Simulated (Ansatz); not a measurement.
A search over several starts for the lowest SCF solution of the cluster Si2W2⁻ at the given spin, in a small basis.

```yaml
crystal:
  periodic: [false, false, false]
  atoms:
    - {symbol: W, position_ang: [-1.471273, 0.071330, -0.677961]}
    - {symbol: W, position_ang: [0.698223, 0.795584, -0.786756]}
    - {symbol: Si, position_ang: [0.672894, -1.407260, 0.003894]}
    - {symbol: Si, position_ang: [0.100156, 0.540346, 1.460824]}
basis:
  gaussian: {orbitals: def2-SVP, initial_orbitals: start.molden}
total_charge: -1
magnetization: {spin_polarized: true, initial_magnetization: 3}
hamiltonian: {xc: pbe0, dispersion: d4}
output: {orbitals: {seedname: orbitals}}
```

The file start.molden holds the orbitals of an earlier run on this structure, at another level or in another basis.

```sh
$ ansatz run in.yaml --threads 4 --pin off --events-out ev --progress --plain --max-ram 3916MiB
```

It prints (some lines left out):

```
Functional definition: PBE0
966 factors; integrals over basis functions are off by at most 6.9e-4 eV
mean field evaluation 1: about -19391.5055 eV, gradient 3.2e1 eV
mean field evaluation 2: about -19391.5893 eV, gradient 4.3e-1 eV
mean field evaluation 4: about -19391.6626 eV, gradient 1.5e-2 eV
mean field evaluation 8: about -19391.6626 eV, gradient 1.2e-5 eV
mean field evaluation 16: about -19391.0856 eV, gradient 5.3e0 eV
mean field evaluation 32: about -19391.6314 eV, gradient 1.2e0 eV
mean field -19391.66258717 eV, -712.6304559376 hartree, gradient 1.3e-5 eV, S^2 3.906191; 9 other end points of the search recorded, 0 dependent functions left out
reference -19391.66261185 eV, -712.6304568447 hartree; 30, 27 occupied and 70, 73 virtual orbitals, 966 factors
Total energy: -19391.90711143 eV, -712.6394420384 hartree
```

Hardware: 4 threads of Arm Neoverse V1 on a shared host. Wall time 10 s.

In the def2 sets W takes a core potential; there is no spin–orbit coupling. The charge -1 quartet is spin-contaminated (final ⟨S²⟩ up to 3.91, 3.75 for a pure state). The highest occupied level of the charge -1 quartet lies above zero (up to 0.26 eV). It is a level of α spin, whose loss leaves a triplet; that state wasn't run at this geometry and level. The electron is either unbound and held by the finite basis, or the level is raised by self-interaction error. The structure comes from a short search, and lower isomers may exist.
